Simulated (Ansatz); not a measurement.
GaF, closed-shell singlet (the spin of the measured ground state), most abundant isotopes (18.9984 and 68.9256 u). Constants from fifth-degree fits in 1/R to seven points on the lowest solution found; no spin–orbit coupling, no relativity up to Kr; ω_e x_e and α_e move by some per cent with the fit.

Correlated levels freeze the inner cores; with def2 sets outer-core shells near the valence are correlated too. CBS(a, b) extrapolates the correlation energy as X⁻³ and adds the Hartree–Fock energy of set b.

Programs: Ansatz (Gaussian orbitals). Values without a source in brackets are computed.

```
level                                r_e (Å)  ω_e (cm⁻¹)  ω_e x_e (cm⁻¹)  α_e (cm⁻¹)
-----------------------------------  -------  ----------  --------------  ----------
PBE/def2-TZVPP                        1.8110       586.9            2.99     0.00267
CCSD(T)/CBS(def2-TZVPP, def2-QZVPP)   1.7707       629.8            3.19     0.00284
```

D_e from total energies of the atoms and the molecule: 6.29 eV at PBE/def2-TZVPP; 6.23 eV at CCSD(T)/CBS(def2-TZVPP, def2-QZVPP).

Derive the rotational constants, the centrifugal constant, the fundamental, the zero-point energy and the force constant, and test the Morse rule for the well depth.


μ = 14.89327 u.
- PBE/def2-TZVPP: B_e = 16.8576/(μ r_e²) = 0.34513 cm⁻¹; B₀ = B_e − α_e/2 = 0.34379 cm⁻¹; D = 4B_e³/ω_e² = 4.77e-07 cm⁻¹; fundamental ω_e − 2ω_e x_e = 581 cm⁻¹; zero-point energy ω_e/2 − ω_e x_e/4 = 293 cm⁻¹; k = μ(2πcω_e)² = 302 N/m; the line J = 1 ← 0 at 2B₀ = 20.61 GHz; a Morse well would hold ω_e²/(4ω_e x_e) = 3.57 eV against the computed D_e of 6.29 eV
- CCSD(T)/CBS(def2-TZVPP, def2-QZVPP): B_e = 16.8576/(μ r_e²) = 0.36101 cm⁻¹; B₀ = B_e − α_e/2 = 0.35959 cm⁻¹; D = 4B_e³/ω_e² = 4.74e-07 cm⁻¹; fundamental ω_e − 2ω_e x_e = 623 cm⁻¹; zero-point energy ω_e/2 − ω_e x_e/4 = 314 cm⁻¹; k = μ(2πcω_e)² = 348 N/m; the line J = 1 ← 0 at 2B₀ = 21.56 GHz; a Morse well would hold ω_e²/(4ω_e x_e) = 3.85 eV against the computed D_e of 6.23 eV

Measured for the ground state: r_e 1.7744 Å [microwave values compiled in ACS Omega 2, 8373 (2017)]; ω_e 622.2 cm⁻¹ [Huber and Herzberg (1979), NIST Chemistry WebBook].

Ansatz is a program for electronic structure.
